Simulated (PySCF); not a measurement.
CH₄S₂Zn. Atoms are numbered in the order given.

```xyz
8

Zn    -0.1768     0.2028     0.2581
S     -1.6678     1.7917     0.4087
H     -2.6902     0.8878     0.4319
S      1.3235    -1.3706     0.1168
C      1.4816    -1.5056    -1.7171
H      0.5329    -1.8107    -2.1991
H      2.2329    -2.2968    -1.9057
H      1.8473    -0.5673    -2.1766
```

Geometry: PBE-D3(BJ)/def2-SVP. The structure was generated by enumeration; whether it is a known compound was not checked. Other conformers were not sampled.

These are PySCF with PBE-D3(BJ)/def2-SVP values and carry that method's errors.

Frequencies are harmonic and unscaled.

| mode | ν (cm⁻¹) | IR (km/mol) | moving atoms (share of kinetic energy) |
|---|---|---|---|
| 1 | 65 | 3.5 | S 32 %, Zn 31 %, C 25 %, H 12 % |
| 2 | 82 | 5.9 | Zn 36 %, S 34 %, H 30 % |
| 3 | 104 | 14.3 | H 92 % |
| 4 | 124 | 5.6 | H 74 %, S 16 %, Zn 10 % |
| 5 | 171 | 2.9 | C 33 %, Zn 28 %, S 25 %, H 14 % |
| 6 | 319 | 0.0 | S 96 % |
| 7 | 448 | 53.3 | Zn 50 %, S 48 % |
| 8 | 608 | 4.5 | H 93 % |
| 9 | 686 | 3.5 | C 60 %, S 31 %, H 9 % |
| 10 | 918 | 5.0 | H 84 %, C 14 % |
| 11 | 935 | 10.3 | H 82 %, C 16 % |
| 12 | 1284 | 16.6 | H 87 %, C 12 % |
| 13 | 1405 | 7.9 | H 95 % |
| 14 | 1406 | 8.7 | H 95 % |
| 15 | 2604 | 2.0 | H 97 % |
| 16 | 2980 | 26.1 | H 98 % |
| 17 | 3084 | 5.7 | H 90 %, C 10 % |
| 18 | 3086 | 1.8 | H 90 %, C 10 % |
